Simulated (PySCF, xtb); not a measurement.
CH5FOSi. Atoms are numbered in the order given.

```xyz
9

Si     0.8123     0.0149    -0.2596
F      0.9844     0.9747     1.0424
O     -0.7744    -0.1033    -0.6838
C     -1.7833    -0.7703     0.0465
H      1.3525    -1.3150     0.1301
H      1.5147     0.6397    -1.3996
H     -2.1076    -0.1737     0.9167
H     -2.6516    -0.9240    -0.6119
H     -1.4454    -1.7590     0.4096
```

The structure is a stationary point at B3LYP-D3(BJ)/def2-SVP. One conformer was computed; it need not be the lowest.

Level of theory: C-PCM-PBE0/def2-SVP (PySCF).

The values are the electrostatic part of the solvation free energy, E(continuum) − E(gas) at the gas-phase geometry, in a cavity of scaled van der Waals radii (PySCF's table); cavitation and dispersion terms are not included. In vacuum the orbital gap is 9.94 eV. The dipole moment in vacuum is 1.65 D.

```tsv
solvent	ε	ΔG(elec) (kcal/mol)	dipole (D)	gap (eV)
water	78.36	-2.8	1.95	9.88
cyclohexanone	15.62	-2.6	1.93	9.88
2-propanol	19.26	-2.7	1.93	9.88
```

For comparison, GFN2-xTB/ALPB(water) (xtb, at the GFN2-xTB geometry, all terms of that model) gives -0.1 kcal/mol.
